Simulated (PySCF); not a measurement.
Work out the structure from these simulated measurements.

Elements present: C, F, H, N and Si. Monoisotopic mass: 145.0723 u.

* Dipole: 1.95 D [PBE0/pcSseg-1]
* Rotational structure: rotational constants A, B, C: 1.786, 0.936, 0.786 GHz [GFN2-xTB]
* 1H NMR: chemical shifts (computed TMS as zero) by class: 8.04 (1 H), 6.26 (1 H), 5.96 (1 H), 5.61 (1 H), 4.43 (1 H), 4.33 (1 H), 3.50 (3 H), 2.18 (3 H) ppm [GIAO PBE0/pcSseg-1]
* NMR, other nuclei: isotropic shieldings of nuclei other than C and H, by class: -102 (1 N), 436 (1 F), 401 (1 Si) ppm [GIAO PBE0/pcSseg-1]
* 13C NMR: chemical shifts (computed TMS as zero) by class: 170.7 (1 C), 146.8 (1 C), 139.0 (1 C), 89.9 (1 C), 43.3 (1 C), 29.6 (1 C) ppm [GIAO PBE0/pcSseg-1]

Gas-phase values; electronic properties from PySCF, density fitting. Levels stand in brackets. Geometry: GFN2-xTB, one conformer, isolated molecule. NMR classes are plain means over equivalent atoms (diastereotopic ones count apart unless rotation or inversion swaps them), as if these changed places fast.

Question: Which formula fits the mass and the elements?

Answer: C6H12FNSi (calculated 145.0723). No other formula that holds each of these elements comes within 0.0003 u with a fitting electron parity and a possible valence count.

Question: Propose a structure and show how it fits.

Answer: Numbering: `[CH2:1]=[C:2]([CH3:3])[SiH2:4][C@@H:5]([F:6])/[CH:7]=[N:8]\[CH3:9]`. Its formula, C6H12FNSi, gives 2 degrees of unsaturation: 0 rings and 2 π bonds in the structure found. 6 carbons fall into 6 classes; from least to most shielded: imine carbon [C7] (170.7 ppm), fully substituted alkene carbon [C2] (146.8 ppm), terminal =CH2 carbon [C1] (139.0 ppm), sp3 C–F carbon [C5] (89.9 ppm), N-methyl carbon [C9] (43.3 ppm), allylic carbon [C3] (29.6 ppm). Hydrogen classes from least to most shielded: 1 H on an imine carbon, C7 (8.04 ppm), 1 H on a terminal =CH2 carbon, C1 (6.26 ppm), 1 H on an sp3 C–F carbon, C5 (5.96 ppm), 1 H on a terminal =CH2 carbon, C1 (5.61 ppm), 1 H on an SiH2 silicon, Si4 (4.43 ppm), 1 H on an SiH2 silicon, Si4 (4.33 ppm), 3 H on an N-methyl carbon, C9 (3.50 ppm, a mean of values up to 1.0 ppm apart in this geometry), 3 H on an allylic carbon, C3 (2.18 ppm). The other shieldings belong to: -102 ppm, imine nitrogen [N8]; 436 ppm, alkyl fluorine [F6]; 401 ppm, SiH2 silicon [Si4]. The optimised geometry has point group C1 and is an asymmetric top. Structure: `C=C(C)[SiH2][C@@H](F)/C=N\C`. Computed isomers that give other values at the same levels: `C=C(F)[Si@@H]1C[C@@H]1N(C)C` (13C chemical shifts (computed TMS as zero) by class: 175.5 (1 C), 113.9 (1 C), 48.2 (2 C), 46.1 (1 C), 11.9 (1 C) ppm); `CN[Si@@]1(F)C=C(C)CC1` (13C chemical shifts (computed TMS as zero) by class: 180.2 (1 C), 127.8 (1 C), 39.4 (1 C), 29.0 (1 C), 23.1 (1 C), 10.8 (1 C) ppm); `C=C/C(C)=N\[C@H]([SiH3])CF` (13C chemical shifts (computed TMS as zero) by class: 165.6 (1 C), 133.0 (1 C), 129.3 (1 C), 91.0 (1 C), 53.1 (1 C), 27.5 (1 C) ppm). The assignments are read from this structure; whether some other isomer fits the data as well wasn't checked. The mirror image fits equally.

The values belong to the conformer `[CH2:1]=[C:2]([CH3:3])[SiH2:4][C@@H:5]([F:6])/[CH:7]=[N:8]\[CH3:9]`: C1–C2–Si4–C5 -92°, C2–Si4–C5–F6 -68°, Si4–C5–C7–N8 80°.
